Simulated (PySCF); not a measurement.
PySCF input (BP86/6-31G* (5d)):

```python
from pyscf import gto, dft

mol = gto.M(
    atom='''
    C    -2.21577800    0.65367000   -0.01180500
    C    -1.28377900   -0.17100800    0.38314500
    C    -0.14816000   -0.69771800   -0.44821200
    Si    1.48938200    0.13421600    0.00351400
    H    -3.07619900    1.15227700    0.40303000
    H    -1.29205500   -0.49721800    1.42897700
    H    -0.03706600   -1.77524800   -0.29570500
    H    -0.34236200   -0.53317500   -1.50971200
    H     2.60508500   -0.49479000   -0.74531900
    H     1.43201500    1.57655700   -0.32564700
    H     1.74553200   -0.01709500    1.45640300
    ''',
    basis='6-31g*',
    charge=0,
    spin=1,
    verbose=4,
)

mf = dft.UKS(mol, xc='bp86')
mf.grids.level = 3
mf.conv_tol = 1e-9
mf.max_cycle = 100
mf.max_memory = 1500
mf.kernel()
if not mf.converged:
    mf = mf.newton()
    mf.kernel(mf.make_rdm1())
mo, _, stable, _ = mf.stability(return_status=True)
if not stable:
    mf.kernel(mf.make_rdm1(mo, mf.mo_occ))
    stable = mf.stability(return_status=True)[2]
mf.dip_moment()
```

From the output:

```
  HOMO = -0.188767856814  LUMO = -0.100005602624  gap/eV = 2.41534
cycle= 7 E= -407.902737776714  delta_E= -1.29e-05  |g|= 0.0011  |ddm|= 0.00622
  alpha nocc = 20  HOMO = -0.188756795368487  LUMO = -0.00631306977322899
  beta  nocc = 19  HOMO = -0.216753808420664  LUMO = -0.0996734087927944
  HOMO = -0.188756795368  LUMO = -0.0996734087928  gap/eV = 2.42408
cycle= 8 E= -407.90274025036  delta_E= -2.47e-06  |g|= 0.000437  |ddm|= 0.0035
  alpha nocc = 20  HOMO = -0.188764895609208  LUMO = -0.0062440275860145
  beta  nocc = 19  HOMO = -0.216693434447179  LUMO = -0.0996154316640623
  HOMO = -0.188764895609  LUMO = -0.0996154316641  gap/eV = 2.42588
cycle= 9 E= -407.90274062334  delta_E= -3.73e-07  |g|= 0.000142  |ddm|= 0.00147
  alpha nocc = 20  HOMO = -0.188786259953353  LUMO = -0.00625631753112144
  beta  nocc = 19  HOMO = -0.216710543677725  LUMO = -0.0996342479460357
  HOMO = -0.188786259953  LUMO = -0.099634247946  gap/eV = 2.42595
cycle= 10 E= -407.902740626078  delta_E= -2.74e-09  |g|= 4.18e-05  |ddm|= 0.000382
  alpha nocc = 20  HOMO = -0.188780390639491  LUMO = -0.00625165689137752
  beta  nocc = 19  HOMO = -0.216705443608595  LUMO = -0.0996324710397847
  HOMO = -0.188780390639  LUMO = -0.0996324710398  gap/eV = 2.42584
cycle= 11 E= -407.9027406274  delta_E= -1.32e-09  |g|= 1.55e-05  |ddm|= 9.67e-05
  alpha nocc = 20  HOMO = -0.188782010186269  LUMO = -0.0062537455639613
  beta  nocc = 19  HOMO = -0.216708277295101  LUMO = -0.0996342789454747
  HOMO = -0.188782010186  LUMO = -0.0996342789455  gap/eV = 2.42583
cycle= 12 E= -407.902740627506  delta_E= -1.06e-10  |g|= 1.12e-05  |ddm|= 3.09e-05
  alpha nocc = 20  HOMO = -0.188779750399704  LUMO = -0.0062512023155894
  beta  nocc = 19  HOMO = -0.216704726815161  LUMO = -0.0996328126671022
  HOMO = -0.1887797504  LUMO = -0.0996328126671  gap/eV = 2.42581
Extra cycle  E= -407.902740627315  delta_E= 1.91e-10  |g|= 2.18e-05  |ddm|= 3.21e-05
converged SCF energy = -407.902740627315  <S^2> = 0.7583176  2S+1 = 2.0083004
uhf_internal: lowest eigs of H = [0.18457796 0.25175008 0.34836178]
<class 'pyscf.dft.uks.UKS'> wavefunction is stable in the internal stability analysis
Dipole moment(X, Y, Z, Debye): -0.34967, -0.62167,  0.33074
```

The geometry given is a B3LYP-D3(BJ)/def2-TZVP minimum.
